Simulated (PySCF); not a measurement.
Point-charge models of `N#CC1=CON=C1Cl` against its computed dipole.

Coordinates (GFN2-xTB, Å) and charges (e) from the PBE0/pcSseg-1 density (PySCF):

| atom | x | y | z | Mulliken | IAO | Hirshfeld | ESP-fitted |
| --- | --- | --- | --- | --- | --- | --- | --- |
| N1 | 2.904 | -0.114 | 0.031 | -0.2139 | -0.2075 | -0.1941 | -0.3662 |
| C2 | 1.760 | -0.114 | 0.018 | +0.1486 | +0.1390 | +0.0703 | +0.2337 |
| C3 | 0.356 | -0.099 | 0.001 | -0.3700 | -0.1387 | -0.0334 | -0.0343 |
| C4 | -0.528 | -1.147 | -0.030 | +0.3795 | +0.0786 | +0.0658 | +0.0904 |
| O5 | -1.772 | -0.683 | -0.037 | -0.2438 | -0.1067 | +0.0014 | -0.0208 |
| N6 | -1.762 | 0.665 | -0.013 | -0.1249 | -0.1192 | -0.1064 | -0.3135 |
| C7 | -0.513 | 1.045 | 0.010 | +0.2770 | +0.0783 | +0.0565 | +0.2273 |
| Cl8 | -0.048 | 2.664 | 0.044 | +0.0069 | +0.0718 | +0.0433 | +0.0172 |
| H9 | -0.384 | -2.210 | -0.049 | +0.1406 | +0.2045 | +0.0966 | +0.1662 |

Task: Form Σ q r in debye for every column and set it beside the full dipole.

Result: The full density gives (-1.38, -1.68, -0.05) D, 2.18 D in size; dipole vectors point from the negative to the positive end.

```csv
scheme,μx,μy,μz,size (D),share of the full size (%),angle to the full dipole (°)
Mulliken,-1.14,-1.49,-0.04,1.87,86,2
IAO,-0.83,-1.22,-0.03,1.47,68,5
Hirshfeld,-1.78,-0.81,-0.04,1.95,90,26
ESP-fitted,-1.46,-1.74,-0.05,2.28,105,0
```

Task: Which set comes closest?

Result: Length of the difference vector: ESP-fitted 0.10 D, Mulliken 0.31 D, IAO 0.72 D, Hirshfeld 0.95 D. Closest: ESP-fitted. 

Task: What is left for the Hirshfeld atoms' own dipoles?

Result: The Hirshfeld atoms' densities add up to the full density, so μ = Σ q r + Σ (atomic dipoles). The atomic dipoles sum to (-1.38, -1.68, -0.05) − (-1.78, -0.81, -0.04) = (0.40, -0.87, -0.01) D, 0.95 D in size.

Task: With the origin at the mean of the coordinates, (0.002, 0.001, -0.003) Å, which are the largest single terms, by size, of the Mulliken dipole along the direction of the full one?

Result: C4 +2.23, O5 -1.94, N1 +1.81, H9 +1.32, C2 -0.74 D; all 9 atoms together +1.87 D. The single terms depend on the origin, their sum doesn't.

Task: Give the size of the full dipole in other units.

Result: 2.18 D = 0.856 au = 0.453 e·Å = 7.26 × 10⁻³⁰ C·m.

Geometry: GFN2-xTB; no solvent, vibrations or thermal averaging.
